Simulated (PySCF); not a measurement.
**From computed data to an observable: entropy of an ideal gas**

H4N2Si, SMILES N[Si]N (connectivity only; charge and spin as stated), neutral, multiplicity 1.

Geometry: B3LYP-D3(BJ)/def2-TZVP. The values are those of a single conformer.

B3LYP-D3(BJ)/def2-TZVP in PySCF gives the harmonic wavenumbers 306, 357, 395, 441, 522, 699, 777, 840, 885, 1576, 1599, 3532, 3537, 3647, 3649 cm⁻¹ and the rotational temperatures 1.1054, 0.3873, 0.2868 K. The molar mass is 60.13 g/mol, the symmetry number 2, the spin multiplicity 1.

Q: Work out the entropy at 298.15 K and 1 atm in the rigid-rotor, harmonic-oscillator model.

A: 
Translation (Sackur–Tetrode at 1 atm): S = R[1.5 ln M + 2.5 ln T − 1.16487] = 159.8 J/(mol K).
Rotation: q = (√π/σ) T^1.5/√(θA θB θC) = 13000, S = R[ln q + 3/2] = 91.2 J/(mol K).
Vibration: with u = 1.4388 ν/T, each mode gives R[u/(e^u − 1) − ln(1 − e^−u)]:
| ν (cm⁻¹) | modes | u | S (J/(mol K)) |
|---|---|---|---|
| 306 | 1 | 1.48 | 5.79 |
| 357 | 1 | 1.72 | 4.75 |
| 395 | 1 | 1.91 | 4.11 |
| 441 | 1 | 2.13 | 3.45 |
| 522 | 1 | 2.52 | 2.53 |
| 699 | 1 | 3.37 | 1.29 |
| 777 | 1 | 3.75 | 0.95 |
| 840 | 1 | 4.05 | 0.74 |
| 885 | 1 | 4.27 | 0.62 |
| 1576 | 1 | 7.61 | 0.04 |
| 1599 | 1 | 7.72 | 0.03 |
The stiffer modes add less than 0.005 each. Sum 24.3 J/(mol K).
Spin: R ln 1 = 0.0 J/(mol K).
Total 275.4 J/(mol K); the program's own thermochemistry gives 275.4. Translation makes up 58 % and vibration 9 %. Anharmonicity, hindered rotation and orbital degeneracy are left out.
